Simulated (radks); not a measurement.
Values are calculated unless marked as measured or tabulated.
Question: Mean orbital radii <r> (bohr) of neutral cerium, [Xe] 4f1 5d1 6s2, of relativity; Dirac values are averaged over j with weights 2j + 1. Spin-unpolarised spherical Kohn-Sham, PBE, point nucleus unless stated (finite: rms radius 4.8771 fm), a radial shooting solver on a logarithmic mesh with Libxc functionals. A level marked "c x" has the speed of light scaled by that factor and shares open shells by 2j + 1; other Dirac levels either fill j = l - 1/2 first or share by 2j + 1.

shell  non-rel.
2p      0.09528
3s       0.2934
3p       0.2833
3d       0.2542
4s       0.6678
4p       0.6880
4d       0.7412
5s        1.589
5p        1.784
4f        1.030
5d        2.811
6s        4.547

Give the values at the level "Dirac, 2j+1 shares".

Answer: 
shell  Dirac, 2j+1 shares  change of magnitude (%)
2p                0.09208                    -3.36
3s                 0.2783                    -5.17
3p                 0.2762                    -2.53
3d                 0.2536                    -0.22
4s                 0.6373                    -4.57
4p                 0.6742                    -2.00
4d                 0.7446                    +0.46
5s                  1.518                    -4.48
5p                  1.759                    -1.40
4f                  1.106                    +7.40
5d                  2.955                    +5.12
6s                  4.349                    -4.36
